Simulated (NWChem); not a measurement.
System: CrO2Cl2; SMILES [Cl][Cr](=[O])([Cl])=[O]

NWChem input:

```
start job
memory heap 200 mb stack 900 mb global 1100 mb
geometry units angstroms noautosym nocenter noautoz
  Cr     0.000000     0.000000     0.342839
  O      0.000000    -1.256108     1.240616
  O      0.000000     1.256108     1.240616
  Cl     1.754966     0.000000    -0.862440
  Cl    -1.754966     0.000000    -0.862440
end
basis spherical
  * library 6-31g*
end
dft
  xc pbe0
  iterations 150
end
property
  response 1 0.0
end
task dft property
```

NWChem printed, in part:

```
             Northwest Computational Chemistry Package (NWChem) 7.3.0
             --------------------------------------------------------

                             Geometry "geometry" -> ""
                             -------------------------

 Output coordinates in angstroms (scale by  1.889725989 to convert to a.u.)

  No.       Tag          Charge          X              Y              Z
 ---- ---------------- ---------- -------------- -------------- --------------
    1 Cr                  24.0000     0.00000000     0.00000000     0.34283900
    2 O                    8.0000     0.00000000    -1.25610800     1.24061600
    3 O                    8.0000     0.00000000     1.25610800     1.24061600
    4 Cl                  17.0000     1.75496600     0.00000000    -0.86244000
    5 Cl                  17.0000    -1.75496600     0.00000000    -0.86244000

 Effective nuclear repulsion energy (a.u.)     487.0186606643

                              NWChem Property Module
                              ----------------------

                                 NWChem DFT Module
                                 -----------------

 Summary of "ao basis" -> "ao basis" (spherical)
 ------------------------------------------------------------------------------
       Tag                 Description            Shells   Functions and Types
 ---------------- ------------------------------  ------  ---------------------
 Cr                          6-31g*                 12       34   5s4p2d1f
 O                           6-31g*                  6       14   3s2p1d
 Cl                          6-31g*                  8       18   4s3p1d

            General Information
            -------------------
          SCF calculation type: DFT
          Wavefunction type:  closed shell.
          No. of atoms     :     5
          No. of electrons :    74
           Alpha electrons :    37
            Beta electrons :    37
          Charge           :     0
          Spin multiplicity:     1
          Use of symmetry is: off; symmetry adaption is: off
          Maximum number of iterations: 150
          AO basis - number of functions:    98
                     number of shells:    40
          Convergence on energy requested:  1.00D-06
          Convergence on density requested:  1.00D-05
          Convergence on gradient requested:  5.00D-04

              XC Information
              --------------
                         PBE0 Method XC Functional
                     Hartree-Fock (Exact) Exchange  0.250
          PerdewBurkeErnzerhof Exchange Functional  0.750
            Perdew 1991 LDA Correlation Functional  1.000 local
           PerdewBurkeErnz. Correlation Functional  1.000 non-local

             Grid Information
             ----------------
          Grid used for XC integration:  medium
          Radial quadrature: Mura-Knowles
          Angular quadrature: Lebedev.
          Tag              B.-S. Rad. Rad. Pts. Rad. Cut. Ang. Pts.
          ---              ---------- --------- --------- ---------
          Cr                  1.40      112           8.0       590
          O                   0.60       49           8.0       434
          Cl                  1.00       88          10.0       590
          Grid pruning is: on
          Number of quadrature shells:   386
          Spatial weights used:  Erf1

      Superposition of Atomic Density Guess
      -------------------------------------

 Sum of atomic energies:       -2111.48192817

      Non-variational initial energy
      ------------------------------

 Total energy =   -2111.448672
 1-e energy   =   -3881.719015
 2-e energy   =    1283.251683
 HOMO         =      -0.446492
 LUMO         =      -0.049090

   convergence    iter        energy       DeltaE   RMS-Dens  Diis-err
 ---------------- ----- ----------------- --------- --------- ---------
 d= 0,ls=0.0,diis     1  -2112.9634667553 -2.60D+03  6.45D-02  1.28D+01
 d= 0,ls=0.0,diis     2  -2091.6791418597  2.13D+01  4.79D-02  1.68D+02
 d= 0,ls=0.5,diis     3  -2108.9075436527 -1.72D+01  1.00D-02  7.31D+01
 d= 0,ls=0.5,diis     4  -2109.5156483860 -6.08D-01  2.47D-03  6.90D+01
 d= 0,ls=0.5,diis     5  -2109.2362150052  2.79D-01  1.66D-03  7.39D+01
 d= 0,ls=0.5,diis     6  -2109.4541615891 -2.18D-01  5.10D-03  7.19D+01
 d= 0,ls=0.5,diis     7  -2111.4138825078 -1.96D+00  4.53D-03  4.56D+01
 d= 0,ls=0.5,diis     8  -2112.7700052110 -1.36D+00  4.50D-03  2.65D+01
 d= 0,ls=0.5,diis     9  -2113.8246050282 -1.05D+00  4.45D-03  1.07D+01
 d= 0,ls=0.5,diis    10  -2114.4043926715 -5.80D-01  2.60D-03  2.28D+00
 d= 0,ls=0.5,diis    11  -2114.5539674752 -1.50D-01  1.24D-03  3.06D-01
  Resetting Diis
 d= 0,ls=0.5,diis    12  -2114.5784762689 -2.45D-02  5.91D-04  2.85D-02
 d= 0,ls=0.5,diis    13  -2114.5813020920 -2.83D-03  8.19D-04  7.93D-03
 d= 0,ls=0.5,diis    14  -2114.5794604645  1.84D-03  3.81D-04  4.22D-02
 d= 0,ls=0.5,diis    15  -2114.5813575294 -1.90D-03  2.60D-04  1.63D-02
 d= 0,ls=0.5,diis    16  -2114.5822874067 -9.30D-04  1.73D-04  5.16D-03
 d= 0,ls=0.5,diis    17  -2114.5826474314 -3.60D-04  1.20D-04  1.15D-03
 d= 0,ls=0.5,diis    18  -2114.5827543351 -1.07D-04  8.97D-05  2.86D-04
 d= 0,ls=0.5,diis    19  -2114.5827954569 -4.11D-05  6.52D-05  6.57D-05
 d= 0,ls=0.5,diis    20  -2114.5828121482 -1.67D-05  4.76D-05  1.73D-05
 d= 0,ls=0.5,diis    21  -2114.5828199625 -7.81D-06  3.44D-05  5.22D-06
 d= 0,ls=0.5,diis    22  -2114.5828237077 -3.75D-06  2.46D-05  2.56D-06
 d= 0,ls=0.5,diis    23  -2114.5828255822 -1.87D-06  1.76D-05  1.59D-06
 d= 0,ls=0.5,diis    24  -2114.5828265582 -9.76D-07  1.26D-05  8.23D-07
 d= 0,ls=0.5,diis    25  -2114.5828270545 -4.96D-07  8.99D-06  4.45D-07

         Total DFT energy =    -2114.582827309469
      One electron energy =    -3880.737618741288
           Coulomb energy =     1400.461710547474
    Exchange-Corr. energy =     -121.325579779983
 Nuclear repulsion energy =      487.018660664327

 Numeric. integr. density =       73.999998246854

                       DFT Final Molecular Orbital Analysis
                       ------------------------------------

 Vector   35  Occ=2.000000D+00  E=-3.664122D-01
              MO Center= -3.0D-07, -4.7D-06,  1.5D-02, r^2= 4.4D+00
   Bfn.  Coefficient  Atom+Function         Bfn.  Coefficient  Atom+Function
  ----- ------------  ---------------      ----- ------------  ---------------
    70      0.404408  4 Cl py                88      0.404408  5 Cl py
    39     -0.268468  2 O  pz                53      0.268466  3 O  pz
    74      0.209827  4 Cl py                92      0.209827  5 Cl py
    43     -0.189572  2 O  pz                57      0.189571  3 O  pz
    38     -0.173319  2 O  py                52     -0.173315  3 O  py

 Vector   36  Occ=2.000000D+00  E=-3.635244D-01
              MO Center=  2.6D-07, -2.0D-05, -5.9D-01, r^2= 4.4D+00
   Bfn.  Coefficient  Atom+Function         Bfn.  Coefficient  Atom+Function
  ----- ------------  ---------------      ----- ------------  ---------------
    70      0.496635  4 Cl py                88     -0.496635  5 Cl py
    74      0.261669  4 Cl py                92     -0.261669  5 Cl py
    66     -0.192698  4 Cl py                84      0.192698  5 Cl py
    37      0.177416  2 O  px                51     -0.177394  3 O  px
    41      0.125730  2 O  px                55     -0.125714  3 O  px

 Vector   37  Occ=2.000000D+00  E=-3.613953D-01
              MO Center=  1.1D-07,  1.7D-05, -6.8D-01, r^2= 4.4D+00
   Bfn.  Coefficient  Atom+Function         Bfn.  Coefficient  Atom+Function
  ----- ------------  ---------------      ----- ------------  ---------------
    71      0.406370  4 Cl pz                89     -0.406370  5 Cl pz
    69      0.314325  4 Cl px                87      0.314325  5 Cl px
    75      0.211428  4 Cl pz                93     -0.211428  5 Cl pz
    73      0.169547  4 Cl px                91      0.169547  5 Cl px
    67     -0.157574  4 Cl pz                85      0.157574  5 Cl pz

 Vector   38  Occ=0.000000D+00  E=-1.933796D-01
              MO Center= -3.1D-08,  1.6D-05,  2.4D-01, r^2= 2.0D+00
   Bfn.  Coefficient  Atom+Function         Bfn.  Coefficient  Atom+Function
  ----- ------------  ---------------      ----- ------------  ---------------
    20      0.570851  1 Cr d  0              25      0.337728  1 Cr d  0
    71      0.232809  4 Cl pz                89      0.232809  5 Cl pz
    13     -0.225306  1 Cr pz                22     -0.223317  1 Cr d  2
    38     -0.191325  2 O  py                52      0.191333  3 O  py
    42     -0.144385  2 O  py                56      0.144390  3 O  py

 Vector   39  Occ=0.000000D+00  E=-1.677580D-01
              MO Center= -3.8D-09, -4.3D-05,  6.1D-01, r^2= 1.5D+00
   Bfn.  Coefficient  Atom+Function         Bfn.  Coefficient  Atom+Function
  ----- ------------  ---------------      ----- ------------  ---------------
    18      0.628094  1 Cr d -2              23      0.368734  1 Cr d -2
    37      0.304276  2 O  px                51     -0.304247  3 O  px
    41      0.235951  2 O  px                55     -0.235928  3 O  px
    70     -0.106891  4 Cl py                88      0.106891  5 Cl py
    74     -0.063264  4 Cl py                92      0.063264  5 Cl py

 Vector   40  Occ=0.000000D+00  E=-1.598593D-01
              MO Center=  1.5D-08,  5.1D-05,  2.5D-01, r^2= 2.3D+00
   Bfn.  Coefficient  Atom+Function         Bfn.  Coefficient  Atom+Function
  ----- ------------  ---------------      ----- ------------  ---------------
    21      0.617777  1 Cr d  1              26      0.357226  1 Cr d  1
    69      0.246022  4 Cl px                87      0.246022  5 Cl px
    37      0.231222  2 O  px                51      0.231266  3 O  px
    41      0.184059  2 O  px                55      0.184094  3 O  px
    73      0.162272  4 Cl px                91      0.162272  5 Cl px

     Multipole analysis of the density
     ---------------------------------

     L   x y z        total         alpha         beta         nuclear
     -   - - -        -----         -----         ----         -------
     0   0 0 0     -0.000000    -37.000000    -37.000000     74.000000

     1   1 0 0     -0.000000     -0.000000     -0.000000      0.000000
     1   0 1 0      0.000094      0.000047      0.000047      0.000000
     1   0 0 1     -0.080922      1.135863      1.135863     -2.352648

     2   2 0 0    -38.468334   -206.209367   -206.209367    373.950400
     2   1 1 0     -0.000000     -0.000000     -0.000000      0.000000
     2   1 0 1      0.000000      0.000000      0.000000      0.000000
     2   0 2 0    -38.984944    -64.568083    -64.568083     90.151222
     2   0 1 1      0.000219      0.000110      0.000110      0.000000
     2   0 0 2    -38.703646   -113.514126   -113.514126    188.324606

 *** CALLING NEW AORESP DRIVER FOR CLOSED AND OPEN SHELLS ***
 Entering AOResponse driver routine

--------------------------------------------------------------------------------

          -----------------------------------------------
          Solving response equations for perturbing field
          -----------------------------------------------

 number of frequencies:     1
 frequency in a.u.:  0.0000000E+00
 Perturbing field: electric
 Using El. Dipole Length Gauge

 Setting up CPKS with frequency omega =      0.00000000 a.u.

 STATIC response

                                NWChem CPHF Module
                                ------------------

  scftype          =     RHF
  nclosed          =       37
  nopen            =        0
  variables        =     2257
  # of vectors     =        3
  tolerance        = 0.10D-03
  level shift      = 0.00D+00
  max iterations   =       50
  max subspace     =       30

 SCF residual:    6.9772409711790859E-004

Iterative solution of linear equations
  No. of variables     2257
  No. of equations        3
  Maximum subspace       30
        Iterations       50
       Convergence  1.0D-04

   iter   nsub   residual    time
   ----  ------  --------  ---------
     1      3    1.38D+01      88.7
     2      6    1.45D+01      95.0
     3      9    3.32D+00     101.8
     4     12    1.91D-01     111.1
     5     15    2.78D-02     120.4
     6     18    6.65D-03     128.9
     7     21    2.29D-03     137.7
     8     24    7.85D-04     146.8
     9     27    9.68D-05     155.1

 Electric Dipole Response Matrix (nonzero elements):

              1        2        3
    1   72.2889  -0.0000   0.0000
    2   -0.0000  43.4601  -0.0001
    3    0.0000  -0.0001  54.4437

 ------------------------------------------
 average:        56.73089 + I       0.00000

 DFT Linear Response polarizability / au
 Frequency  =       0.0000000 / au
              X              Y              Z
 -----------------------------------------------
 X      72.2888706     -0.0000000      0.0000001
 Y      -0.0000000     43.4601052     -0.0001256
 Z       0.0000001     -0.0001255     54.4437062
 -----------------------------------------------
 Eigenvalues =      72.2888706     43.4601052     54.4437062
 Isotropic   =      56.7308940
 Anisotropic =      25.2010624
 -----------------------------------------------

 Magnetic Dipole Response Matrix (nonzero elements):

 Exiting AOResponse driver routine
```

Level: PBE0/6-31G* (spherical d). The geometry was optimised at B3LYP/6-31G* (spherical d).
